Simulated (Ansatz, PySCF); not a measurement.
Constitutional and geometric isomers with formula C2H4Si. All species are isolated molecules in the gas phase. Strings in code marks are SMILES.

Quantity: vertical ionisation energy (energy after one electron is removed minus that of the parent at the parent's geometry), in eV.

Level 1: frozen-core CCSD(T)/cc-pVTZ // B3LYP-D3(BJ)/def2-TZVP (Ansatz, a quantum-chemistry and plane-wave program)
Level 2: PBE-D3(BJ)/def2-TZVP // B3LYP-D3(BJ)/def2-TZVP (PySCF)
Level 3: frozen-core MP2/cc-pVTZ // B3LYP-D3(BJ)/def2-TZVP (Ansatz)
Level 4: minus the HOMO energy of SVWN5/6-31G* // B3LYP-D3(BJ)/def2-TZVP (PySCF)

```csv
species,level 1,level 2,level 3,level 4
`C1=C[SiH2]1`,9.79,9.70,9.76,6.26
`C#C[SiH3]`,10.93,10.44,11.22,6.86
```
